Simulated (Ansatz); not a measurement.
The H–H spacing of H6 chain is stretched (multiplicity 1).
Geometry at rest (charge 0, multiplicity 1):
```xyz
6

H      0.000     0.000     0.000
H      0.000     0.000     0.900
H      0.000     0.000     1.800
H      0.000     0.000     2.700
H      0.000     0.000     3.600
H      0.000     0.000     4.500
```

Codes used: Ansatz (Gaussian basis) for Hartree–Fock, density functionals and correlated methods. 

FIC-MRCISD+Q on CASSCF(6,6)/cc-pVTZ, total energies (hartree):

| R (Å) | CASSCF | MRCISD | weight c² of the reference |
|---|---|---|---|
| 0.900 | -3.324168 | -3.396870 | 0.97240 |
| 1.800 | -3.086946 | -3.108138 | 0.98712 |
| 3.600 | -2.999273 | -2.999438 | 0.99989 |

Q: Add the Davidson correction (E_MRCISD − E_CASSCF)(1 − c²)/c² and give the energies above the first point at the three levels.

A: 
Corrections (hartree): -0.002064, -0.000276, 0.000000. Above the first point (kcal/mol):
- R = 1.800 Å: CASSCF 148.9, MRCISD 181.2, with the correction 182.3
- R = 3.600 Å: CASSCF 203.9, MRCISD 249.4, with the correction 250.7

Ansatz is a first-principles code.
